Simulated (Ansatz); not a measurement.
Gas-phase electronic energies from Ansatz, PBE0-D4/def2-TZVP geometries. CBS: MP2 limit from def2 TZ/QZ plus the TZ coupled-cluster correction, frozen cores. Functionals use def2-TZVPP. B3LYP here is the variant with VWN-RPA as its local correlation; programs differ in this. def2 core potentials past Kr. For Sn outer-core shells are correlated without core-valence functions, which leaves a few kJ/mol of doubt a bond. Each species was taken in one conformer, which may not be the lowest.

Consider the ligand exchange at the Si–S bond: `N[SiH2]S[SiH](N)O` + `[OH][SnH3]` → `N[SiH2][O][SnH3]` + `N[SiH](O)S`.

```
             level  ΔE (kJ/mol)
               PBE        -24.8
             B3LYP        -46.4
SCS-MP2/def2-QZVPP        -48.2
     MP2/CBS(def2)        -38.6
```

What does CCSD(T)/CBS give? (An estimate is asked.)

Ansatz gave: -43.1 kJ/mol. The listed levels differ from it by 18.3, -3.3, -5.1, 4.5 kJ/mol.

Largest T1 diagnostic among the species: 0.014.

The D4 term adds +6.6 kJ/mol with B3LYP and +3.7 kJ/mol with PBE0; it sums over pairs of atoms, weighted by their polarisabilities, and B3LYP, whose exchange is more repulsive, gets the larger term. In def2-TZVPP, CCSD(T) changes the Hartree–Fock value by +27.7 kJ/mol (the triples alone add +5.8 kJ/mol) and MP2 by +32.2 kJ/mol.
